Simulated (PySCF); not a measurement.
Which orbitals make which state

C5H11ClSi.
InChI=1S/C5H11ClSi/c1-2-4-3-5(4,6)7/h4H,2-3H2,1,7H3/t4-,5+/m1/s1

Theory: TDDFT B3LYP/def2-SVPD, vertical, gas phase, core orbitals frozen in the response (PySCF). The structure is a single GFN2-xTB conformer in the gas phase; no vibrational or solvent corrections. Torsions of this conformer, `[CH3:1][CH2:2][C@@H:3]1[CH2:4][C@@:5]1([SiH3:6])[Cl:7]`: C1–C2–C3–C4 -89°.

Orbital energies (eV): HOMO-3 -9.26, HOMO-2 -8.90, HOMO-1 -7.62, HOMO -7.49, LUMO 0.09, LUMO+1 0.28, LUMO+2 0.43.

Among the lowest singlets, which states do these configurations lead, and at what energies: HOMO→LUMO, HOMO→LUMO+2, HOMO-1→LUMO, HOMO→LUMO+1, HOMO-1→LUMO+1, HOMO-1→LUMO+2?

| state | leading configuration | weight | Δε (eV) | E (eV) | E − Δε (eV) | f | other configurations |
| --- | --- | --- | --- | --- | --- | --- | --- |
| S1 | HOMO→LUMO | 0.94 | 7.58 | 6.37 | -1.20 | 0.0013 | – |
| S2 | HOMO-1→LUMO | 0.93 | 7.70 | 6.53 | -1.17 | 0.0055 | – |
| S3 | HOMO→LUMO+1 | 0.78 | 7.77 | 6.96 | -0.81 | 0.020 | H→L+2 (20%) |
| S4 | HOMO-1→LUMO+1 | 0.81 | 7.90 | 7.08 | -0.82 | 0.0021 | H-1→L+2 (16%) |
| S5 | HOMO→LUMO+2 | 0.74 | 7.93 | 7.12 | -0.81 | 0.020 | H→L+1 (20%) |
| S6 | HOMO-1→LUMO+2 | 0.79 | 8.05 | 7.26 | -0.79 | 0.075 | H-1→L+1 (16%) |

E − Δε runs from -1.20 to -0.79 eV. Among themselves, these states come in the order of their orbital differences. Δε is the difference of the two orbital energies.

H and L stand for HOMO and LUMO. The other states: S7 7.53 eV, f 0.0099, H→L+4 (48%), H→L+3 (46%); S8 7.61 eV, f 0.0023, H→L+3 (46%), H→L+4 (38%).

Which computed triplets share their leading configuration (75% or more) with a singlet, and how far apart are the partners?

```csv
configuration,triplet,E(T) (eV),singlet,E(S) (eV),E(S) − E(T) (eV)
HOMO→LUMO,T1,5.83,S1,6.37,+0.55
HOMO-1→LUMO,T2,6.02,S2,6.53,+0.50
```

The 3 triplets are Tamm–Dancoff values, the singlets full response.

Summed over the main configurations (up to three a state, each over 8%) of all 8 singlets, the electron leaves HOMO with weight 4.65 and HOMO-1 with weight 2.85.

Without π bonds the low states are Rydberg-like; a valence basis with one diffuse set may place them up to an eV too high.
